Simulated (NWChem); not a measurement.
System: BHSCl2; SMILES SB(Cl)Cl

The following NWChem deck was run.

```
start job
memory heap 200 mb stack 900 mb global 1100 mb
geometry units angstroms noautosym nocenter noautoz
  B      0.003900    -0.013452     0.000000
  Cl     1.449047    -1.001747     0.000000
  Cl    -1.573163    -0.781375     0.000000
  S      0.210448     1.766565     0.000000
  H     -1.105539     2.069791     0.000000
end
basis spherical
  * library def2-svp
end
dft
  xc b3lyp
  iterations 150
  mulliken
end
task dft energy
esp
  recalculate
  probe 0.07
  range 0.3
  factor 1.0
  spacing 0.02
end
task esp
```

NWChem printed, in part:

```
             Northwest Computational Chemistry Package (NWChem) 7.3.0
             --------------------------------------------------------

                             Geometry "geometry" -> ""
                             -------------------------

 Output coordinates in angstroms (scale by  1.889725989 to convert to a.u.)

  No.       Tag          Charge          X              Y              Z
 ---- ---------------- ---------- -------------- -------------- --------------
    1 B                    5.0000     0.00390000    -0.01345200     0.00000000
    2 Cl                  17.0000     1.44904700    -1.00174700     0.00000000
    3 Cl                  17.0000    -1.57316300    -0.78137500     0.00000000
    4 S                   16.0000     0.21044800     1.76656500     0.00000000
    5 H                    1.0000    -1.10553900     2.06979100     0.00000000

 Effective nuclear repulsion energy (a.u.)     231.9231967802

                                 NWChem DFT Module
                                 -----------------

 Summary of "ao basis" -> "ao basis" (spherical)
 ------------------------------------------------------------------------------
       Tag                 Description            Shells   Functions and Types
 ---------------- ------------------------------  ------  ---------------------
 B                          def2-svp                 6       14   3s2p1d
 Cl                         def2-svp                 8       18   4s3p1d
 S                          def2-svp                 8       18   4s3p1d
 H                          def2-svp                 3        5   2s1p

            General Information
            -------------------
          SCF calculation type: DFT
          Wavefunction type:  closed shell.
          No. of atoms     :     5
          No. of electrons :    56
           Alpha electrons :    28
            Beta electrons :    28
          Charge           :     0
          Spin multiplicity:     1
          Use of symmetry is: off; symmetry adaption is: off
          Maximum number of iterations: 150
          AO basis - number of functions:    73
                     number of shells:    33
          Convergence on energy requested:  1.00D-06
          Convergence on density requested:  1.00D-05
          Convergence on gradient requested:  5.00D-04

              XC Information
              --------------
                         B3LYP Method XC Potential
                     Hartree-Fock (Exact) Exchange  0.200
                        Slater Exchange Functional  0.800 local
                    Becke 1988 Exchange Functional  0.720 non-local
              Lee-Yang-Parr Correlation Functional  0.810
                  VWN I RPA Correlation Functional  0.190 local

             Grid Information
             ----------------
          Grid used for XC integration:  medium
          Radial quadrature: Mura-Knowles
          Angular quadrature: Lebedev.
          Tag              B.-S. Rad. Rad. Pts. Rad. Cut. Ang. Pts.
          ---              ---------- --------- --------- ---------
          B                   0.85       49           8.0       434
          Cl                  1.00       88          11.0       590
          S                   1.00       88           8.0       590
          H                   0.35       45          10.0       434
          Grid pruning is: on
          Number of quadrature shells:   358
          Spatial weights used:  Erf1

      Superposition of Atomic Density Guess
      -------------------------------------

 Sum of atomic energies:       -1340.99763052

      Non-variational initial energy
      ------------------------------

 Total energy =   -1342.191579
 1-e energy   =   -2314.517235
 2-e energy   =     740.402460
 HOMO         =      -0.333961
 LUMO         =       0.058662

     ---------------------------------------------
      Total Density - Mulliken Population Analysis
     ---------------------------------------------

    Atom       Charge   Shell Charges
 -----------   ------   -------------------------------------------------------
    1 B    5     4.40   1.99  0.82  0.10  1.04  0.33  0.11
    2 Cl  17    17.26   2.00  1.99  1.22  0.69  5.94  2.16  3.23  0.01
    3 Cl  17    17.26   2.00  1.99  1.22  0.70  5.94  2.16  3.23  0.01
    4 S   16    16.29   2.00  1.99  1.20  0.61  5.94  1.81  2.71  0.03
    5 H    1     0.80   0.58  0.19  0.03

   convergence    iter        energy       DeltaE   RMS-Dens  Diis-err
 ---------------- ----- ----------------- --------- --------- ---------
 d= 0,ls=0.0,diis     1  -1343.6925039148 -1.58D+03  1.64D-02  6.16D-01
 d= 0,ls=0.0,diis     2  -1343.6505786116  4.19D-02  1.08D-02  8.53D-01
 d= 0,ls=0.0,diis     3  -1343.7657173055 -1.15D-01  2.39D-03  3.89D-02
 d= 0,ls=0.0,diis     4  -1343.7713406460 -5.62D-03  5.40D-04  1.64D-03
 d= 0,ls=0.0,diis     5  -1343.7716078190 -2.67D-04  1.21D-04  5.40D-05
  Resetting Diis
 d= 0,ls=0.0,diis     6  -1343.7716150239 -7.20D-06  3.64D-05  5.35D-06
 d= 0,ls=0.0,diis     7  -1343.7716157918 -7.68D-07  1.63D-05  3.12D-07
 d= 0,ls=0.0,diis     8  -1343.7716157815  1.04D-08  8.70D-06  3.87D-07

         Total DFT energy =    -1343.771615781461
      One electron energy =    -2316.217892088527
           Coulomb energy =      827.230980340485
    Exchange-Corr. energy =      -86.707900813623
 Nuclear repulsion energy =      231.923196780204

 Numeric. integr. density =       55.999998755316

                       DFT Final Molecular Orbital Analysis
                       ------------------------------------

 Vector   26  Occ=2.000000D+00  E=-3.271415D-01
              MO Center=  5.4D-01, -2.1D-01,  2.0D-08, r^2= 3.9D+00
   Bfn.  Coefficient  Atom+Function         Bfn.  Coefficient  Atom+Function
  ----- ------------  ---------------      ----- ------------  ---------------
    26      0.412617  2 Cl py                23      0.326020  2 Cl py
    62      0.279892  4 S  py                44      0.272369  3 Cl py
    59      0.224454  4 S  py                41      0.209910  3 Cl py
    25      0.195592  2 Cl px                20      0.187228  2 Cl py
     5      0.168584  1 B  py                22      0.151623  2 Cl px

 Vector   27  Occ=2.000000D+00  E=-3.169081D-01
              MO Center= -4.2D-01, -5.6D-01,  6.1D-09, r^2= 3.8D+00
   Bfn.  Coefficient  Atom+Function         Bfn.  Coefficient  Atom+Function
  ----- ------------  ---------------      ----- ------------  ---------------
    44      0.428555  3 Cl py                41      0.332093  3 Cl py
    25     -0.295290  2 Cl px                43     -0.261143  3 Cl px
    26     -0.231566  2 Cl py                22     -0.226990  2 Cl px
    40     -0.197820  3 Cl px                38      0.190318  3 Cl py
    23     -0.178962  2 Cl py                61      0.136872  4 S  px

 Vector   28  Occ=2.000000D+00  E=-2.890723D-01
              MO Center=  1.7D-01,  1.3D+00, -2.5D-08, r^2= 2.7D+00
   Bfn.  Coefficient  Atom+Function         Bfn.  Coefficient  Atom+Function
  ----- ------------  ---------------      ----- ------------  ---------------
    63      0.577098  4 S  pz                60      0.420773  4 S  pz
    57      0.238247  4 S  pz                27     -0.218178  2 Cl pz
    45     -0.192867  3 Cl pz                24     -0.154642  2 Cl pz
    42     -0.136257  3 Cl pz                 6     -0.105045  1 B  pz
    21     -0.089268  2 Cl pz                39     -0.078622  3 Cl pz

 Vector   29  Occ=0.000000D+00  E=-3.913048D-02
              MO Center=  1.9D-02,  9.0D-02, -5.4D-08, r^2= 2.8D+00
   Bfn.  Coefficient  Atom+Function         Bfn.  Coefficient  Atom+Function
  ----- ------------  ---------------      ----- ------------  ---------------
     6      0.640775  1 B  pz                 9     -0.537227  1 B  pz
    63      0.400140  4 S  pz                27      0.328677  2 Cl pz
    45      0.327163  3 Cl pz                60      0.183429  4 S  pz
    24      0.164636  2 Cl pz                42      0.164509  3 Cl pz
    57      0.104650  4 S  pz                21      0.094902  2 Cl pz

[...]

                     NWChem Electrostatic Potential Fit Module
                     -----------------------------------------

 Atom parameters

 Number of atoms is                                    5
 Number of basis functions is                         73

 Grid parameters

 Maximum number of grid points is                  27125
 Number of grid points is                          27124
 Grid range                                     0.300000 nm
 Grid spacing                                   0.020000 nm
 Probe radius                                   0.070000 nm
 Atom radius factor                             1.000000

 Atomic radii

    1    0.100000
    5    0.158000
   16    0.174000
   17    0.169000
 FASTESP  F
  using M.O. file = ./job.movecs

    Atom              Coordinates                           Charge

                                                  ESP

    1 B     0.000390   -0.001345    0.000000    0.249043
    2 Cl    0.144905   -0.100175    0.000000   -0.090269
    3 Cl   -0.157316   -0.078138    0.000000   -0.132673
    4 S     0.021045    0.176657    0.000000   -0.204254
    5 H    -0.110554    0.206979    0.000000    0.178154
                                            ------------
                                                0.000000

 Dipole moment                                  0.483284

 Quadrupole moment Qxx                         -1.782967
                   Qyy                         -0.679091
                   Qzz                          2.462058

 RMS deviation kJ/mol                           0.090376

 RRMS %                                        48.026502
```

Level: B3LYP/def2-SVP. All runs use the structure optimised with PBE0/def2-SVP. B3LYP is NWChem's, with the RPA form of VWN correlation.
